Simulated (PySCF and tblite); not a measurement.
The numbers below are computed, except where a source is named.
4 constitutional isomers of C₆H₄BrCl:

| isomer | SMILES |
| --- | --- |
| A | [CH:1]#[C:2][CH2:3][C:4]#[C:5][C@H:6]([Cl:7])[Br:8] |
| B | [CH2:1]=[C:2]1[C:3]([Cl:4])=[CH:5][CH:6]=[C:7]1[Br:8] |
| C | [Cl:1][C:2]1=[CH:3][C@H:4]2[C@H:5]3[C@@H:6]1[C@@:7]23[Br:8] |
| D | [CH2:1]=[C:2]1[CH:3]=[C:4]([Cl:5])/[C:6]1=[CH:7]/[Br:8] |

Each isomer is a Boltzmann average at 298.15 K over at most 3 conformers: GFN2-xTB geometries, energies PBE0/pcSseg-1 (D3(BJ) added where defined), GFN2-xTB thermal terms. Programs: PySCF with density fitting and tblite.

Equilibrium rotational constants and dipole components of each isomer's leading conformer, in random order:

| set | A (MHz) | B (MHz) | C (MHz) | abs μa | abs μb | abs μc (D) |
| --- | --- | --- | --- | --- | --- | --- |
| P | 1800 | 486 | 408 | 2.20 | 0.27 | 0.12 |
| Q | 3542 | 562 | 485 | 0.01 | 0.12 | 0.00 |
| R | 3129 | 559 | 518 | 0.46 | 1.57 | 0.72 |
| S | 2134 | 588 | 461 | 0.93 | 0.79 | 0.00 |

Task: Match sets and isomers.

Result: P is A (C1), Q is B (Cs), R is C (C1), S is D (Cs).

The whole study took 2.6 min on 1 thread of AMD EPYC 7B13, shared host (rough), peak memory 1 GiB, launched as `OMP_NUM_THREADS=1 python ens_run.py task.json out`.
